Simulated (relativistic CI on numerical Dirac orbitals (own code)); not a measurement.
# Slater and spin-orbit integrals, Tb⁴⁹⁺

Computed by Dirac-Coulomb-Breit CI, orbitals from a KLI potential per configuration, QED by a radiative potential, unscaled Slater integrals (own radial code, finite nucleus).

Slater integrals F^k, G^k are unscaled and averaged over j, outside the closed core [Ne]; ζ comes from projecting the Hamiltonian with its Breit term on Σ l·s of the shell.

- 3s2 3p4: F^2(3p,3p) = 458640, ζ(3p) = 1.0234e+06 cm⁻¹; <r>(3p) = 0.214, <r^2>(3p) = 0.05298 (bohr units).
- 3s 3p5: G^1(3s,3p) = 580250, ζ(3p) = 1.0232e+06 cm⁻¹; <r>(3s) = 0.2196, <r^2>(3s) = 0.05504, <r>(3p) = 0.2141, <r^2>(3p) = 0.05304 (bohr units).
- 3s2 3p3 3d: F^2(3p,3p) = 458300, ζ(3p) = 1.0225e+06, F^2(3p,3d) = 462090, G^1(3p,3d) = 480020, G^3(3p,3d) = 324420, ζ(3d) = 139510 cm⁻¹; <r>(3p) = 0.2142, <r^2>(3p) = 0.05307, <r>(3d) = 0.1893, <r^2>(3d) = 0.04135 (bohr units).

Averages of the first 10 configurations, taken without configuration mixing, which lowers the lowest level and can move excited configurations by several eV; other configurations of the list can lie among them:

```tsv
Configuration	Parity	States	Average energy above the lowest level (eV)
3s2 3p4	even	15	137.1
3s 3p5	odd	12	430.2
3s2 3p3 3d	odd	200	432.2
3p6	even	1	743.2
3s 3p4 3d	even	300	716.8
3p5 3d	odd	60	1021.3
3s 3p3 3d2	odd	1800	1011.1
3s2 3p2 3d 4p	odd	900	2478.7
3p5 4s	odd	12	2663.0
3s 3p3 3d 4s	odd	800	2641.3
```
